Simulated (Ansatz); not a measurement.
Cost and result for the atomization energy of `[CH3][AlH][BH]S` (10 atoms, 9 bonds).

```xyz
10

C    -1.421    0.497   -1.086
Al    0.252    0.784   -0.111
B     0.842   -0.435    1.515
S     1.795   -1.924    1.429
H    -1.206    0.200   -2.119
H    -1.997    1.426   -1.151
H    -2.061   -0.270   -0.645
H     1.207    1.967   -0.599
H     0.560   -0.207    2.659
H     2.029   -2.038    0.108
```

Charge 0, multiplicity 1. All single points use the PBE0-D4/def2-TZVP geometry. It is one conformer, not always the lowest. Program: Ansatz. All runs use 2 threads of an AMD EPYC 9R14 on a shared host. Times are those of one run each, without the atoms' runs, and a repeat can differ threefold. Electronic energies, without spin–orbit coupling; frozen cores. CCSD(T)/CBS adds CCSD(T) − MP2 in def2-TZVPP to the MP2 limit, and its time is that of the two runs behind it. T1 = 0.014. B3LYP takes the VWN-RPA correlation (the form of Gaussian; ORCA's B3LYP/G).

CCSD(T)/CBS is a level of theory with its own doubt, some kJ/mol a heavy atom from the limit and from the frozen cores, so smaller differences don't rank the functionals.

| level | functions | wall time | atomization (kJ/mol) | difference from CCSD(T)/CBS | per bond |
| --- | --- | --- | --- | --- | --- |
| revPBE-D4/def2-TZVPP | 230 | 1.8 s | 3220.1 | -24.0 | -2.7 |
| BLYP-D4/def2-TZVPP | 230 | 1.9 s | 3225.6 | -18.5 | -2.1 |
| PBE-D4/def2-TZVPP (with forces) | 230 | 2.4 s | 3284.2 | 40.1 | 4.5 |
| CCSD(T)/def2-SVP | 94 | 2.6 s | 3085.6 | -158.5 | -17.6 |
| r2SCAN-D4/def2-TZVPP (with forces) | 230 | 4.2 s | 3277.2 | 33.1 | 3.7 |
| r2SCANh-D4/def2-TZVPP | 230 | 4.2 s | 3263.4 | 19.3 | 2.1 |
| B3LYP-D4/def2-TZVPP (with forces) | 230 | 4.3 s | 3251.8 | 7.7 | 0.9 |
| B2PLYP/def2-TZVPP | 230 | 4.8 s | 3212.7 | -31.4 | -3.5 |
| B97M-V/def2-TZVPP | 230 | 7.5 s | 3296.7 | 52.6 | 5.8 |
| ωB97M-V/def2-TZVPP (with forces) | 230 | 9.5 s | 3266.6 | 22.5 | 2.5 |
| MP2/def2-QZVPP | 434 | 18 s | 3232.9 | -11.2 | -1.2 |
| CCSD(T)/def2-TZVPP | 230 | 62 s | 3168.9 | -75.2 | -8.4 |
| CCSD(T)/CBS(def2) | – | 79 s | 3244.1 | 0.0 | 0.0 |

From r2SCAN to r2SCAN0 (25 % exact exchange), in def2-TZVPP and without D4, the atomization energy moves by −34.2 kJ/mol: exact exchange takes away binding that semilocal exchange gives to molecules. The D4 term adds +28.4 kJ/mol with B3LYP and +15.0 kJ/mol with PBE0; it sums over pairs of atoms, weighted by their polarisabilities, and B3LYP, whose exchange is more repulsive, gets the larger term. In def2-TZVPP, CCSD(T) changes the Hartree–Fock value by +698.5 kJ/mol (the triples alone add +40.2 kJ/mol) and MP2 by +718.3 kJ/mol; breaking electron pairs costs correlation energy, which Hartree–Fock lacks.
